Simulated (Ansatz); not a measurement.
`O=CBCl` + HBr → `O=CBBr` + HCl at 298.15 K and 1 bar (ligand exchange at a B–Cl bond).

Calculated with Ansatz (gas phase, PBE0-D4/def2-TZVP geometries, no zero-point term in ΔE). CCSD(T)/CBS is the MP2 limit (def2-TZVPP, def2-QZVPP) plus CCSD(T) − MP2 in def2-TZVPP, frozen cores. This one scheme is used for every species. For Br outer-core shells are correlated without core-valence functions, which leaves a few kJ/mol of doubt a bond. Scalar relativity is left out up to krypton. One conformer a species, not always the lowest.

| species | CCSD(T)/CBS energy (Eh) | H − E (kJ/mol) | S (J/(mol·K)) |
| --- | --- | --- | --- |
| `O=CBCl` | -598.99716 | 98.4 | 303.7 |
| HBr | -2573.91920 | 24.6 | 198.6 |
| `O=CBBr` | -2712.53327 | 97.4 | 314.1 |
| HCl | -460.38127 | 26.6 | 186.8 |

H − E and S are ideal-gas, rigid-rotor, harmonic terms from PBE0-D4/def2-TZVP, for one conformer and one mirror image of each species. 1 Eh = 2625.50 kJ/mol, R = 8.31446 J/(mol·K).

By hand: ΔE, ΔH, ΔS and ΔG.

ΔE = (-2712.53327) + (-460.38127) − (-598.99716) − (-2573.91920) = 0.00182 Eh = 4.8 kJ/mol. Δ(H − E) = 97.4 + 26.6 − 98.4 − 24.6 = 1.0, so ΔH = 5.8 kJ/mol. ΔS = 314.1 + 186.8 − 303.7 − 198.6 = -1.4 J/(mol·K). ΔG = 5.8 − 298.15 × (-1.4)/1000 = 6.2 kJ/mol.

By hand: the equilibrium constant, and the temperature at which ΔG would vanish if ΔH and ΔS stayed fixed.

log₁₀ K = −ΔG/(RT ln 10) = -1.1. ΔH and −TΔS have one sign here, so there is no such temperature.

The number of gas molecules stays the same, so ΔS is small and ΔH decides. A doubt of 5 kJ/mol in ΔE shifts log₁₀ K by 0.9 here. Other conformers and mirror images would add mixing entropy, several J/(mol·K) or more a flexible species. Modes under 60 cm⁻¹, often nearly free rotors, make the harmonic entropy too high. These are equilibria of isolated gas molecules and say nothing of rates. Largest T1 diagnostic: 0.016 (customary marks: 0.02 for closed shells, 0.045 for open ones).

ΔS is within the doubt of such terms, so its sign, and with it that verdict, could turn.
